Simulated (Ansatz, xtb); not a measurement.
Two isomers of C4H3F2N

Structure I is `Fc1c[nH]cc1F`, a singlet and structure II is `Fc1c[nH]c(F)c1`, a singlet. Both are isolated molecules in the gas phase, relaxed with PBE0-D3(BJ)/def2-SVP.

Quicker runs give these differences E(II) − E(I): GFN2-xTB −0.163 eV; HF/STO-3G −0.164 eV (at GFN2-xTB geometries); r2SCAN-D4/def2-SVP −0.187 eV (at GFN2-xTB geometries).

**Question.** Estimate E(II) − E(I) at the level CCSD(T)/def2-SVP + ΔMP2/def2-TZVPP.

**Answer.** Calculated at CCSD(T)/def2-SVP + ΔMP2/def2-TZVPP: E(II) − E(I) = −0.149 eV, so structure II lies lower.

The same difference at several levels:

| level | geometry | E(II) − E(I) (eV) | departure from the last row (eV) | job, with rough time for the two |
| --- | --- | --- | --- | --- |
| GFN2-xTB | GFN2-xTB | −0.163 | −0.014 | optimisation, 0.12 s |
| HF/STO-3G | GFN2-xTB | −0.164 | −0.015 | single point, 0.42 s |
| r2SCAN-D4/def2-SVP | GFN2-xTB | −0.187 | −0.039 | single point, 2.8 s |
| PBE0-D3(BJ)/def2-SVP | PBE0-D3(BJ)/def2-SVP | −0.182 | −0.034 | optimisation, 23 s |
| HF/def2-SVP | PBE0-D3(BJ)/def2-SVP | −0.225 | −0.077 | part of the CCSD(T) run |
| MP2/def2-SVP | PBE0-D3(BJ)/def2-SVP | −0.186 | −0.037 | part of the CCSD(T) run |
| CCSD(T)/def2-SVP | PBE0-D3(BJ)/def2-SVP | −0.181 | −0.032 | single point |
| CCSD(T)/def2-SVP + ΔMP2/def2-TZVPP | PBE0-D3(BJ)/def2-SVP | −0.149 |  | single point, 35 s |

As drawn, both hold the same kinds of bond in the same numbers.

None of the levels shown reverses the order. The largest departure from CCSD(T)/def2-SVP + ΔMP2/def2-TZVPP is that of HF/def2-SVP, 0.077 eV. The last row adds to CCSD(T) the change of the MP2 difference between the two basis sets, here +0.032 eV.

With thermal terms from frequencies at re-optimised GFN2-xTB minima (ideal gas, soft modes damped towards free rotors, one conformer each, 298.15 K, 1 atm): the zero-point term adds −0.002 eV; ΔH is −0.151 and ΔG −0.168 eV.

The correlated steps freeze 7 core orbitals. Codes used: Ansatz 0.2.0, xtb 6.7.1; the last row on 2 threads of Intel(R) Xeon(R) Platinum 8375C CPU @ 2.90GHz (Ice Lake) on a shared host.
